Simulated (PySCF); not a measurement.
Cl2H6Si3, SMILES [SiH2]([SiH](Cl)Cl)[SiH3].

Coordinates come from a B3LYP-D3(BJ)/def2-SVP optimisation. The values are those of a single conformer.

Method: SMD-PBE0/def2-SVP run with PySCF.

Solvation free energies are E(SMD) − E(gas) at the gas-phase geometry, for 1 M in both phases. In vacuum the dipole moment is 1.60 D.

Task: Estimate the solvation free energies in water, 1-octanol, acetone. (Estimate from the structure and the level; the computed values follow.)

Result: 
| solvent | ΔG(solv) (kcal/mol) | its non-electrostatic (CDS) part | dipole (D) |
|---|---|---|---|
| water | 2.4 | 3.9 | 2.23 |
| 1-octanol | -2.8 | -1.4 | 2.13 |
| acetone | -3.1 | -1.6 | 2.19 |
